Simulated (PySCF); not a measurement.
## cumene (SMILES CC(C)c1ccccc1)

Geometry:
```
atom   x (Å)   y (Å)   z (Å)
  C1  -2.057   0.075   1.115
  C2  -1.305  -0.508  -0.084
  C3  -1.877   0.032  -1.397
  C4   0.173  -0.220   0.016
  C5   0.655   1.084   0.028
  C6   2.011   1.338   0.120
  C7   2.912   0.291   0.203
  C8   2.446  -1.012   0.192
  C9   1.088  -1.261   0.100
 H10  -1.987   1.160   1.124
 H11  -3.108  -0.200   1.071
 H12  -1.637  -0.305   2.044
 H13  -1.440  -1.596  -0.076
 H14  -1.801   1.116  -1.433
 H15  -2.926  -0.241  -1.493
 H16  -1.332  -0.379  -2.245
 H17  -0.034   1.914  -0.036
 H18   2.366   2.359   0.128
 H19   3.972   0.489   0.274
 H20   3.140  -1.837   0.257
 H21   0.733  -2.283   0.094
```

Computed, not measured: GIAO B3LYP/pcSseg-1 magnetisability, rotational g tensor and spin-rotation constants, non-relativistic, gas phase (PySCF 2.14.0). Geometry: GFN2-xTB.

Question: Give the nuclear spin-rotation constants along the inertial axes (H = +C I·J) beside the isotropic shieldings.

Answer: Rotational constants 3.3899, 1.1006, 1.0103 GHz. A star marks the isotopologue with that one atom substituted, in its own axes.
| atom | isotope | Caa (kHz) | Cbb (kHz) | Ccc (kHz) | mean (kHz) | σ (ppm) |
| --- | --- | --- | --- | --- | --- | --- |
| H10 | 1H | -0.379 | 0.029 | -0.112 | -0.154 | 30.6 |
| H11 | 1H | 0.089 | -0.124 | -0.110 | -0.048 | 30.5 |
| H12 | 1H | -0.280 | -0.109 | -0.013 | -0.134 | 30.5 |
| H13 | 1H | -0.310 | 0.035 | -0.111 | -0.129 | 29.2 |
| H14 | 1H | -0.379 | 0.029 | -0.112 | -0.154 | 30.6 |
| H15 | 1H | 0.089 | -0.124 | -0.110 | -0.048 | 30.5 |
| H16 | 1H | -0.281 | -0.109 | -0.013 | -0.134 | 30.5 |
| H17 | 1H | -0.089 | 0.043 | -0.102 | -0.050 | 24.4 |
| H18 | 1H | -0.257 | 0.096 | -0.099 | -0.087 | 24.3 |
| H19 | 1H | 0.370 | -0.110 | -0.100 | 0.053 | 24.5 |
| H20 | 1H | -0.070 | 0.034 | -0.100 | -0.045 | 24.4 |
| H21 | 1H | -0.258 | 0.099 | -0.104 | -0.088 | 24.5 |
| C1 | 13C* | 0.562 | 0.191 | 0.154 | 0.303 | 153.8 |
| C2 | 13C* | 0.596 | 0.194 | 0.209 | 0.333 | 139.6 |
| C4 | 13C* | 1.766 | 0.494 | 0.121 | 0.794 | 24.8 |
| C5 | 13C* | 1.402 | 0.486 | 0.110 | 0.666 | 51.5 |
| C6 | 13C* | 1.278 | 0.535 | 0.116 | 0.643 | 47.3 |
| C7 | 13C* | 1.692 | 0.391 | 0.115 | 0.733 | 49.9 |

For the geometry as given, no vibrational averaging.
